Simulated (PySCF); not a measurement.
C2H8BP, singlet, geometry from GFN2-xTB; PySCF with DF-HF/6-31G**.

Input for PySCF:
```python
from pyscf import gto, scf

mol = gto.Mole()
mol.atom = '''
    B     0.22957163   -0.29821455    0.21153081
    C     1.61918442   -0.79650464   -0.34017557
    H     1.81096487   -1.84323171   -0.11103093
    H     2.41071647   -0.22954066    0.15328198
    H     1.75461904   -0.65246211   -1.41089001
    C    -0.30452865   -0.81964118    1.60068439
    H    -0.91198446   -1.71133455    1.43497408
    H    -0.94671632   -0.10290097    2.11108434
    H     0.48957583   -1.11381762    2.28443149
    P    -0.73057203    1.04788340   -0.70915548
    H    -2.01457503    0.60063626   -0.45927678
    H    -0.66981288    0.52234797   -1.98594911
'''
mol.basis = '6-31g**'
mol.verbose = 4
mol.max_memory = 1800
mol.build()

mf = scf.RHF(mol)
mf = mf.density_fit(auxbasis='def2-universal-jkfit')
mf.kernel()
```

The log (banner, timings and long lists left out):

```
PySCF version 2.14.0

[INPUT] verbose = 4
[INPUT] num. atoms = 12
[INPUT] num. electrons = 40
[INPUT] charge = 0
[INPUT] spin (= nelec alpha-beta = 2S) = 0
[INPUT] symmetry False subgroup None
[INPUT] Mole.unit = angstrom
[INPUT] Symbol           X                Y                Z      unit          X                Y                Z       unit  Magmom
[INPUT]  1 B      0.229571630000  -0.298214550000   0.211530810000 AA    0.433827506670  -0.563543825860   0.399735297807 Bohr   0.0
[INPUT]  2 C      1.619184420000  -0.796504640000  -0.340175570000 AA    3.059815098963  -1.505175626545  -0.642838661568 Bohr   0.0
[INPUT]  3 H      1.810964870000  -1.843231710000  -0.111030930000 AA    3.422227625509  -3.483203116014  -0.209818049056 Bohr   0.0
[INPUT]  4 H      2.410716470000  -0.229540660000   0.153281980000 AA    4.555593892278  -0.433768981852   0.289660962031 Bohr   0.0
[INPUT]  5 H      1.754619040000  -0.652462110000  -1.410890010000 AA    3.315749438547  -1.232974694556  -2.666195710785 Bohr   0.0
[INPUT]  6 C     -0.304528650000  -0.819641180000   1.600684390000 AA   -0.575475745584  -1.548897350615   3.024855108966 Bohr   0.0
[INPUT]  7 H     -0.911984460000  -1.711334550000   1.434974080000 AA   -1.723400859259  -3.233953607006   2.711708007050 Bohr   0.0
[INPUT]  8 H     -0.946716320000  -0.102900970000   2.111084340000 AA   -1.789034562456  -0.194454651252   3.989371228458 Bohr   0.0
[INPUT]  9 H      0.489575830000  -1.113817620000   2.284431490000 AA    0.925164235907  -2.104810254515   4.316949866432 Bohr   0.0
[INPUT] 10 P     -0.730572030000   1.047883400000  -0.709155480000 AA   -1.380581050968   1.980212636478  -1.340109636934 Bohr   0.0
[INPUT] 11 H     -2.014575030000   0.600636260000  -0.459276780000 AA   -3.806995064087   1.135038031883  -0.867907329572 Bohr   0.0
[INPUT] 12 H     -0.669812880000   0.522347970000  -1.985949110000 AA   -1.265762897906   0.987094605023  -3.752899915224 Bohr   0.0

nuclear repulsion = 146.49555233204
number of shells = 50
number of NR pGTOs = 188
number of NR cGTOs = 100
basis = 6-31g**
ecp = {}

******** <class 'pyscf.df.df_jk.DFRHF'> ********
method = DFRHF
initial guess = minao
damping factor = 0
level_shift factor = 0
DIIS = <class 'pyscf.scf.diis.CDIIS'>
diis_start_cycle = 1
diis_space = 8
diis_damp = 0
SCF conv_tol = 1e-09
SCF conv_tol_grad = None
SCF max_cycles = 50
direct_scf = False
Set gradient conv threshold to 3.16228e-05
Initial guess from minao.
******** <class 'pyscf.df.df.DF'> ********
auxbasis = def2-universal-jkfit
init E= -446.166106245574
  HOMO = -0.263129358937549  LUMO = 0.0286185031773334  gap/eV = 7.93886
cycle= 1 E= -445.767689899658  delta_E= 0.398  |g|= 0.316  |ddm|= 2.73
  HOMO = -0.34738325771155  LUMO = 0.104930479814716  gap/eV = 12.30808
cycle= 2 E= -445.810063671807  delta_E= -0.0424  |g|= 0.0846  |ddm|= 0.411
  HOMO = -0.352852076551528  LUMO = 0.118339227383548  gap/eV = 12.82177
cycle= 3 E= -445.814058997389  delta_E= -0.004  |g|= 0.0211  |ddm|= 0.179
  HOMO = -0.352798712101419  LUMO = 0.116273654615499  gap/eV = 12.76411
cycle= 4 E= -445.814315810308  delta_E= -0.000257  |g|= 0.00558  |ddm|= 0.0453
  HOMO = -0.353072695387473  LUMO = 0.117069222752711  gap/eV = 12.79321
cycle= 5 E= -445.81434376545  delta_E= -2.8e-05  |g|= 0.00171  |ddm|= 0.0184
  HOMO = -0.353376688938916  LUMO = 0.117009560697094  gap/eV = 12.79986
cycle= 6 E= -445.814347199068  delta_E= -3.43e-06  |g|= 0.000515  |ddm|= 0.00745
  HOMO = -0.353330978732724  LUMO = 0.117127016758864  gap/eV = 12.80181
cycle= 7 E= -445.814347520725  delta_E= -3.22e-07  |g|= 0.000131  |ddm|= 0.0023
  HOMO = -0.35334912455663  LUMO = 0.117116855360636  gap/eV = 12.80203
cycle= 8 E= -445.814347539529  delta_E= -1.88e-08  |g|= 4.07e-05  |ddm|= 0.000467
  HOMO = -0.353345602062426  LUMO = 0.117119576837189  gap/eV = 12.80201
cycle= 9 E= -445.81434754167  delta_E= -2.14e-09  |g|= 1.23e-05  |ddm|= 0.00014
  HOMO = -0.353346200473267  LUMO = 0.117118321945525  gap/eV = 12.80199
cycle= 10 E= -445.814347541871  delta_E= -2.01e-10  |g|= 4.84e-06  |ddm|= 4.03e-05
  HOMO = -0.3533459867796  LUMO = 0.117118666027832  gap/eV = 12.80200
Extra cycle  E= -445.814347541892  delta_E= -2.16e-11  |g|= 2.61e-06  |ddm|= 1.07e-05
converged SCF energy = -445.814347541892
```
